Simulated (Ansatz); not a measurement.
C2H4F2Ge, SMILES `FC(F)=[CH][GeH3]`, relaxed with RKS PBE-D4/def2-SVP in Ansatz 0.2.0 from a rough embedded geometry. The force threshold is 0.03 eV/Å; the program also tests the step.

Total charge 0; spin multiplicity 1.

Start:

```xyz
9

F    -0.450   -2.689   -0.765
C     0.136   -1.465   -0.389
F     1.508   -1.362   -0.333
C    -0.654   -0.475   -0.125
Ge    0.168    1.285    0.350
H    -1.717   -0.492   -0.136
H     1.002    1.113    1.616
H     1.026    1.747   -0.816
H    -1.019    2.338    0.598
```

Q: How much energy does the relaxation release, and in how many steps? (Best estimate.)

A: Ansatz gave: 51.81 kJ/mol, in 6 steps.

Q: Which bonds change most? (An estimate is asked.)

A: The calculation gave: F1–C2 from 1.408 to 1.326 Å; Ge5–H9 from 1.606 to 1.548 Å; C4–Ge5 from 2.000 to 1.946 Å; C2–F3 from 1.377 to 1.331 Å.

Q: Give the relaxed structure. (An estimate is asked.)

A: Computed: 
```xyz
9

F    -0.368   -2.684   -0.727
C     0.100   -1.488   -0.398
F     1.431   -1.521   -0.387
C    -0.636   -0.406   -0.119
Ge    0.149    1.311    0.355
H    -1.727   -0.534   -0.170
H     1.014    1.179    1.635
H     1.044    1.836   -0.798
H    -1.007    2.307    0.609
```
